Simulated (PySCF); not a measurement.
Species: C3H8Te.
Atom-mapped SMILES: `[CH3:1][CH2:2][Te:3][CH3:4]` (hydrogens: H5, H6, H7 on C1; H8, H9 on C2; H10, H11, H12 on C4)

Method: PBE0-D3(BJ)/def2-SVP geometry optimisation, gas phase, def2 core potentials past Kr (PySCF); density fitting, grid level 1; the optimiser is geomeTRIC in internal coordinates, started from a GFN2-xTB structure with every atom displaced at random (about 0.01 Å).

At the end of the run (lengths in Å): C4–H11 1.098, Te3–C4 2.153, C2–H9 1.101, C1–H5 1.101, C1–C2 1.515, C1–H6 1.103, C2–H8 1.100, H10–C4–H12 110.5°, H10–C4–H11 109.3°, Te3–C2–H9 104.1°, C1–C2–H8 112.1°, C1–C2–Te3–C4 67°, H8–C2–Te3–C4 -57°, H10–C4–Te3–C2 55°.

Problem. These geometries were met on the way; a selection of coordinates is given. Order them by energy above the end point, lowest first.
A. C4–H11 1.114, Te3–C4 2.154, C2–H9 1.107, C1–H5 1.105, C1–C2 1.512, C1–H6 1.103, C2–H8 1.100, H10–C4–H12 111.0°, H10–C4–H11 109.2°, Te3–C2–H9 104.7°, C1–C2–H8 112.1°, C1–C2–Te3–C4 59°, H8–C2–Te3–C4 -65°, H10–C4–Te3–C2 53°
B. C4–H11 1.097, Te3–C4 2.153, C2–H9 1.101, C1–H5 1.101, C1–C2 1.515, C1–H6 1.103, C2–H8 1.100, H10–C4–H12 110.5°, H10–C4–H11 109.3°, Te3–C2–H9 103.9°, C1–C2–H8 112.1°, C1–C2–Te3–C4 65°, H8–C2–Te3–C4 -59°, H10–C4–Te3–C2 54°
C. C4–H11 1.039, Te3–C4 2.198, C2–H9 1.065, C1–H5 1.069, C1–C2 1.493, C1–H6 1.089, C2–H8 1.086, H10–C4–H12 107.9°, H10–C4–H11 111.9°, Te3–C2–H9 106.2°, C1–C2–H8 110.1°, C1–C2–Te3–C4 67°, H8–C2–Te3–C4 -54°, H10–C4–Te3–C2 49°

Solution. B (0.000 eV), A (0.011 eV), C (0.162 eV).

```tsv
step	E above end (eV)	rms distance from the end, all atoms (Å)	largest force (eV/Å)	rms shift of all bonds from the end (Å)
5	0.000	0.024	0.050	0.000
1	0.011	0.104	0.663	0.005
0	0.162	0.041	2.823	0.028
```

Rows stand in the order of the answer.
